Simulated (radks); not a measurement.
Results of a calculation; reference values are marked as such.
Task: The mean radii <r> (bohr) of the occupied orbitals of an atom or ion are listed with their occupations. Level of theory: non-relativistic Kohn-Sham, BLYP, spin-polarised, spherical densities, point nucleus (a radial shooting solver on a logarithmic mesh with Libxc functionals).

orbital  occ.      <r>
1s up       1  0.03385
1s down     1  0.03385
2s up       1   0.1473
2s down     1   0.1473
2p up       3   0.1260
2p down     3   0.1259
3s up       1   0.4032
3s down     1   0.4031
3p up       3   0.3960
3p down     3   0.3959
3d up       5   0.3700
3d down     5   0.3699
4s up       1    1.002
4s down     1    1.000
4p up       3    1.078
4p down     3    1.078
4d up       5    1.394
4d down     1    1.413
5s up       1    2.753
5p up       1    3.331

Name the element and its charge. Open shells, if any, are filled with parallel spins first.

Result: Z = 45, rhodium, charge +1: Rh+ in [Kr] 4d6 5s1 5p1. The 1s radius gives Z: for a bare nucleus <r> = 1.5/Z, 0.03333 bohr for Z = 45, and screening makes it slightly larger (0.03385 here). The occupations add up to 44, and the charge is Z minus that.
